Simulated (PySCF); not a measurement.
## [C5H2ClF3O]-: g tensor and hyperfine couplings

Species: C5H2ClF3O (charge -1 and doublet state).
Cartesian coordinates in Å at the GFN2-xTB level; atoms count from 1:
```xyz
12
C5H2ClF3O angstrom
F      2.359    1.108   -0.208
C      1.677   -0.032   -0.023
F      2.167   -0.554    1.151
F      2.190   -0.902   -0.961
C      0.229    0.089   -0.082
C     -0.541    1.278   -0.137
Cl    -0.329    2.516    1.417
O     -1.852    0.902   -0.218
C     -1.917   -0.461   -0.248
C     -0.674   -1.001   -0.183
H     -2.892   -0.900   -0.334
H     -0.415   -2.043   -0.199
```

The hyperfine couplings belong to this conformer and change with its torsions.

The species is `O1C(Cl)=C(C(F)(F)F)[CH-][CH]1` [radical] (charge -1).

Computed with PySCF 2.14.0, UKS B3LYP, pcH-1 on C Cl F H O, non-relativistic, mean-field spin-orbit, GIAO. Whether the extra electron is bound in the gas phase wasn't checked; a finite basis holds it in any case. A GFN2-xTB geometry isn't a minimum of the functional, and hyperfine couplings can be far from their values at a DFT geometry, by a factor of two or more for some ions and for spin on atoms past the first row. The SCF solution wasn't tested for stability.

```json
{"g1, g2, g3": "2.00163, 2.00536, 2.00802", "g_iso": "2.00500", "Form of g": "rhombic: the two nearest values differ by 42 % of g3 − g1", "⟨S²⟩": "0.7547 (exact 0.7500)", "α and β electrons": "43, 42", "HOMO–LUMO gap, α and β orbitals": "4.36, 4.38 eV", "Total energy": "-1026.69379 Eh", "Basis functions": "280"}
```

Hyperfine couplings atom by atom, in G; T1 to T3 are the principal values of the dipolar part (MHz turned into gauss with g_iso; 10 G = 1 mT):

| atom | isotope | a_iso | of which spin–orbit | T1 | T2 | T3 | Mulliken spin population |
| --- | --- | --- | --- | --- | --- | --- | --- |
| F1 | 19F | 0.1 | 0.0 | -2.4 | -0.4 | 2.8 | 0.00 |
| C2 | 13C | -2.3 | 0.0 | -0.8 | -0.3 | 1.1 | 0.01 |
| F3 | 19F | 23.3 | 0.0 | -5.6 | -5.1 | 10.7 | 0.00 |
| F4 | 19F | 10.5 | 0.0 | -4.4 | -4.3 | 8.8 | 0.00 |
| C5 | 13C | 12.3 | 0.0 | -5.6 | -4.9 | 10.5 | 0.12 |
| C6 | 13C | 226.3 | 0.0 | -16.4 | -13.2 | 29.6 | 0.51 |
| Cl7 | 35Cl | 51.7 | 0.4 | -16.7 | -16.4 | 33.1 | 0.23 |
| O8 | 17O | -19.3 | 0.0 | -9.6 | 4.7 | 4.8 | 0.04 |
| C9 | 13C | 13.2 | 0.0 | -3.6 | -2.8 | 6.4 | 0.11 |
| C10 | 13C | 0.3 | 0.0 | -2.7 | 0.9 | 1.8 | -0.04 |
| H11 | 1H | -1.7 | 0.0 | -2.0 | -0.5 | 2.4 | 0.00 |
| H12 | 1H | 1.7 | 0.0 | -0.9 | 0.1 | 0.8 | 0.00 |

Largest spin populations (Mulliken): C6 (+0.51), Cl7 (+0.23), C5 (+0.12) and C9 (+0.11). The angles at C6 add up to 331.2°, so it is pyramidal.

C9, the radical centre as drawn in `FC(F)(F)C1=C(Cl)O[CH][CH-]1`, holds a spin population of +0.11 out of 1.

Axes: g3 points within 12° of the C2–C5 bond.

Under fast tumbling the dipolar parts average out, and these isotropic splittings remain: 1 × 35Cl (Cl7, I = 3/2, 4 lines) with 5.17 mT, 3 × 19F (F1/F3/F4, I = 1/2, 4 lines) with 1.13 mT, 1 × 1H (H12, I = 1/2, 2 lines) with 0.17 mT and 1 × 1H (H11, I = 1/2, 2 lines) with 0.17 mT.

Class means assume fast exchange of nuclei equivalent by connectivity; if that motion is slow, each nucleus keeps its own coupling. The three 19F nuclei of mean +31.7 MHz run from 0.2 to 65.4 MHz in the frozen geometry.

Main isotope only: 35Cl (natural samples also hold 24 % 37Cl, magnetic too, which adds its own pattern).

The 13C coupling of C6 (635.1 MHz) shows only in satellite lines or after enrichment, since that isotope makes up about 1.07 % of natural carbon.

The 17O coupling of O8 (-54.1 MHz) shows only in satellite lines or after enrichment, since that isotope makes up about 0.038 % of natural oxygen.

The spin density at the nucleus, in bohr⁻³, is negative for C2 (-0.0056) and H11 (-0.0010), for instance. A restricted open-shell determinant has no negative spin density anywhere; here it arises because α and β orbitals differ (spin polarisation).
